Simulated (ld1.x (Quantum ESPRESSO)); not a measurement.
**u(r) = r·R(r): atom against pseudo-atom (boron (B))**

Columns: radius, all-electron u(r) and pseudo u(r) of the 2s shell (level -9.39 eV) of boron in the configuration [He] 2s2 2p1; LDA (PZ), scalar-relativistic, TM semilocal scheme, ld1.x (Quantum ESPRESSO) 7.5.

```json
{"r (bohr)": "0.113", "all-electron": "0.2845", "pseudo": "-0.0518"}
{"r (bohr)": "0.225", "all-electron": "0.2898", "pseudo": "-0.1047"}
{"r (bohr)": "0.338", "all-electron": "0.1755", "pseudo": "-0.1614"}
{"r (bohr)": "0.450", "all-electron": "0.0201", "pseudo": "-0.2223"}
{"r (bohr)": "0.563", "all-electron": "-0.1412", "pseudo": "-0.2896"}
{"r (bohr)": "0.675", "all-electron": "-0.2876", "pseudo": "-0.3620"}
{"r (bohr)": "0.788", "all-electron": "-0.4140", "pseudo": "-0.4392"}
{"r (bohr)": "0.900", "all-electron": "-0.5161", "pseudo": "-0.5160"}
{"r (bohr)": "1.013", "all-electron": "-0.5961", "pseudo": "-0.5879"}
{"r (bohr)": "1.125", "all-electron": "-0.6546", "pseudo": "-0.6476"}
{"r (bohr)": "1.238", "all-electron": "-0.6949", "pseudo": "-0.6917"}
{"r (bohr)": "1.350", "all-electron": "-0.7190", "pseudo": "-0.7182"}
{"r (bohr)": "1.463", "all-electron": "-0.7299", "pseudo": "-0.7299"}
{"r (bohr)": "1.575", "all-electron": "-0.7300", "pseudo": "-0.7300"}
{"r (bohr)": "1.688", "all-electron": "-0.7212", "pseudo": "-0.7212"}
{"r (bohr)": "1.800", "all-electron": "-0.7058", "pseudo": "-0.7058"}
{"r (bohr)": "1.913", "all-electron": "-0.6850", "pseudo": "-0.6850"}
{"r (bohr)": "2.025", "all-electron": "-0.6605", "pseudo": "-0.6605"}
{"r (bohr)": "2.138", "all-electron": "-0.6330", "pseudo": "-0.6330"}
{"r (bohr)": "2.250", "all-electron": "-0.6039", "pseudo": "-0.6039"}
{"r (bohr)": "2.363", "all-electron": "-0.5735", "pseudo": "-0.5735"}
{"r (bohr)": "2.475", "all-electron": "-0.5430", "pseudo": "-0.5430"}
{"r (bohr)": "2.588", "all-electron": "-0.5121", "pseudo": "-0.5121"}
{"r (bohr)": "2.700", "all-electron": "-0.4819", "pseudo": "-0.4819"}
{"r (bohr)": "2.813", "all-electron": "-0.4521", "pseudo": "-0.4521"}
{"r (bohr)": "2.925", "all-electron": "-0.4234", "pseudo": "-0.4234"}
```

Q: How many radial nodes do the two functions have?

A: The all-electron 2s function has n − l − 1 = 1; the pseudo-wave has 0, since the states of the same l below it are removed with the core.

Q: At about which radius was the pseudo-wave matched?

A: 1.60 bohr. The columns agree to 0.0005 from 1.46 bohr on; several derivatives are matched, so the curves merge somewhat inside the radius.

Q: Is the pseudo-wave norm-conserving?

A: Yes: the TM semilocal scheme keeps the norm inside the radius equal to the all-electron one, which fixes the energy derivative of the logarithmic derivative at the level.
